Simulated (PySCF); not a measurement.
PBE0 on Sb- (antimony, charge -1), [Kr] 4d10 5s2 5p4, high-spin 3P determinant. Computed with PySCF 2.14 in aug-cc-pVQZ-DK3 (9s8p6d3f2g, 102 functions), with the spin-free X2C one-electron Hamiltonian (Gaussian nucleus).

```
cycle= 1 E= -6480.18896216821  delta_E= -0.008  |g|= 0.0206  |ddm|= 2.79
cycle= 2 E= -6480.18929972918  delta_E= -0.000338  |g|= 0.0173  |ddm|= 0.24
cycle= 3 E= -6480.18951668849  delta_E= -0.000217  |g|= 0.00521  |ddm|= 0.245
cycle= 4 E= -6480.18954178307  delta_E= -2.51e-05  |g|= 0.00151  |ddm|= 0.0655
cycle= 5 E= -6480.18955167408  delta_E= -9.89e-06  |g|= 0.000333  |ddm|= 0.0477
cycle= 6 E= -6480.18955244408  delta_E= -7.7e-07  |g|= 6.61e-05  |ddm|= 0.0159
cycle= 7 E= -6480.1895524642  delta_E= -2.01e-08  |g|= 5.44e-06  |ddm|= 0.00248
cycle= 8 E= -6480.18955246427  delta_E= -6.82e-11  |g|= 1.16e-06  |ddm|= 0.000142
converged SCF energy = -6480.18955246427  <S^2> = 2.0091763  2S+1 = 3.0061113
```

Highest occupied orbital energy: 0.723 eV; ⟨L²⟩ = 2.04; populations by l: s 10.00, p 22.00, d 20.00, f 0.00.

(1) Can this result be used?

Results:

(1) With care. The calculation finished and met its thresholds. At PBE0 the highest occupied level has a positive energy, so only the finite basis holds that electron; in a semilocal or global hybrid functional this comes from self-interaction and does not mean that the real anion is unbound.
